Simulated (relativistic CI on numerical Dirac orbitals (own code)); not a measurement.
# Dy⁺: resonant inelastic scattering at the N4,5 edge

Computed with this model: Dirac-Coulomb-Breit CI, KLI orbitals optimised for each configuration, QED by a radiative potential, valence Slater integrals scaled by 0.8, Kramers-Heisenberg scattering through one core-hole configuration in a parametric crystal field; configurations [Xe] 4f11 → [Kr] 4d9 4f12 5s2 5p6; 300 K; core-hole width 0.5 eV; summed over polarisations. Incident energies are the highest absorption maxima for each field (at most a few, so the weaker spin-orbit partner edge can be absent), on the computed scale of the free ion. Intensities are in per cent of the strongest line above 0.02 eV; levels within 1 cm⁻¹ are merged; final levels count from the ground level, the first row holds all elastic scattering, lines under 0.4 are left out and each table stops after 24 rows. The scale of the Slater integrals is a model choice and moves the terms in proportion. The configuration is assumed, with all valence electrons in the open shell; the free ion's ground configuration is another.

Field parameters in Wybourne normalisation. The field is a parameter set, without covalency.

S is read from ⟨S²⟩ = S(S + 1).

D3d, B20 = 10, B40 = -30, B43 = -100, B60 = -100, B63 = -110, B66 = 70 cm⁻¹:

| Final level (eV) | Degeneracy | Irrep | S | 155.6 eV | 163.4 eV |
| --- | --- | --- | --- | --- | --- |
| 0.000 | 2 | Γ5+Γ6 | 1.48 | 901.6 | 2500.3 |
| 0.000 | 2 | Γ4 | 1.48 | 156.2 | 326.2 |
| 0.004 | 2 | Γ4 | 1.48 | 160.8 | 355.6 |
| 0.005 | 2 | Γ5+Γ6 | 1.48 | 158.0 | 427.9 |
| 0.006 | 2 | Γ4 | 1.48 | 152.8 | 358.1 |
| 0.008 | 2 | Γ4 | 1.48 | 152.1 | 352.8 |
| 0.008 | 2 | Γ5+Γ6 | 1.48 | 152.1 | 331.8 |
| 0.010 | 2 | Γ4 | 1.48 | 137.8 | 256.7 |
| 0.556 | 2 | Γ4 | 1.49 | 18.3 | 82.3 |
| 0.557 | 2 | Γ4 | 1.49 | 17.4 | 78.0 |
| 0.558 | 2 | Γ5+Γ6 | 1.49 | 17.0 | 76.2 |
| 0.559 | 2 | Γ4 | 1.49 | 16.1 | 72.3 |
| 0.559 | 2 | Γ5+Γ6 | 1.49 | 16.0 | 72.1 |
| 0.559 | 2 | Γ4 | 1.49 | 15.7 | 70.9 |
| 0.560 | 2 | Γ4 | 1.49 | 15.1 | 68.4 |
| 0.881 | 2 | Γ4 | 1.39 | 0.0 | 0.6 |
| 0.881 | 2 | Γ5+Γ6 | 1.39 | 0.0 | 0.5 |
| 0.882 | 2 | Γ4 | 1.39 | 0.0 | 0.5 |
| 0.882 | 2 | Γ4 | 1.39 | 0.0 | 0.5 |
| 0.882 | 2 | Γ4 | 1.39 | 0.0 | 0.4 |
| 0.883 | 2 | Γ5+Γ6 | 1.39 | 0.0 | 0.4 |
| 1.786 | 2 | Γ4 | 0.88 | 0.3 | 19.4 |
| 1.787 | 4 | Γ4+Γ5+Γ6 | 0.88 | 0.6 | 35.1 |
| 1.787 | 2 | Γ4 | 0.88 | 0.3 | 16.0 |

D3h, B20 = 100, B40 = 0, B60 = -180, B66 = 160 cm⁻¹:

| Final level (eV) | Degeneracy | S | 155.6 eV | 163.4 eV |
| --- | --- | --- | --- | --- |
| 0.000 | 2 | 1.48 | 971.9 | 2546.3 |
| 0.002 | 2 | 1.48 | 157.8 | 437.5 |
| 0.006 | 2 | 1.48 | 154.7 | 340.0 |
| 0.007 | 2 | 1.48 | 53.2 | 114.8 |
| 0.009 | 2 | 1.48 | 143.5 | 290.1 |
| 0.010 | 2 | 1.48 | 146.6 | 396.2 |
| 0.011 | 2 | 1.48 | 147.8 | 374.3 |
| 0.014 | 2 | 1.48 | 139.8 | 270.7 |
| 0.557 | 2 | 1.49 | 18.4 | 82.8 |
| 0.559 | 2 | 1.49 | 17.4 | 78.2 |
| 0.560 | 2 | 1.49 | 16.3 | 73.4 |
| 0.560 | 2 | 1.49 | 16.0 | 71.9 |
| 0.561 | 2 | 1.49 | 15.5 | 68.9 |
| 0.562 | 2 | 1.49 | 15.1 | 68.1 |
| 0.563 | 2 | 1.49 | 14.0 | 63.0 |
| 0.883 | 2 | 1.39 | 0.0 | 0.6 |
| 0.883 | 2 | 1.39 | 0.0 | 0.5 |
| 0.884 | 2 | 1.39 | 0.0 | 0.5 |
| 0.884 | 2 | 1.39 | 0.0 | 0.4 |
| 0.885 | 2 | 1.39 | 0.0 | 0.4 |
| 1.788 | 2 | 0.88 | 0.4 | 19.8 |
| 1.789 | 4 | 0.88 | 0.6 | 34.6 |
| 1.789 | 2 | 0.88 | 0.3 | 15.9 |
| 1.790 | 2 | 0.88 | 0.3 | 15.7 |

C2v, B20 = 50, B22 = 30, B40 = 170, B42 = -90, B44 = -90, B60 = 30, B62 = 40, B64 = 110, B66 = 50 cm⁻¹:

```
Final level (eV)  Degeneracy     S  155.6 eV  163.4 eV
           0.000           2  1.48     968.1    2633.9
           0.003           2  1.48     159.3     411.5
           0.003           2  1.48     170.1     381.6
           0.004           2  1.48     167.3     370.2
           0.005           2  1.48     157.7     418.5
           0.008           2  1.48     150.8     324.9
           0.010           2  1.48     151.0     336.6
           0.010           2  1.48     149.2     286.1
           0.556           2  1.49      19.5      87.4
           0.557           2  1.49      18.1      80.8
           0.557           2  1.49      17.9      79.8
           0.558           2  1.49      17.7      79.6
           0.559           2  1.49      16.9      76.5
           0.560           2  1.49      16.0      72.5
           0.561           2  1.49      15.5      70.2
           0.880           2  1.39       0.0       0.6
           0.881           4  1.39       0.1       1.1
           0.882           2  1.39       0.0       0.5
           0.883           2  1.39       0.0       0.5
           0.883           2  1.39       0.0       0.4
           1.786           2  0.88       0.3      18.5
           1.786           2  0.88       0.3      18.3
           1.787           2  0.88       0.4      19.7
           1.787           2  0.88       0.3      18.0
```

For the first field the strongest loss at the lowest incident energy is the level at 2.51 eV (S = 0.54, against 1.48 in the thermal ground state). Levels of other spin, the first over 8 % at 1.79 eV, appear because spin-orbit coupling of the core hole, and in heavier ions of the valence shell too, mixes spins.
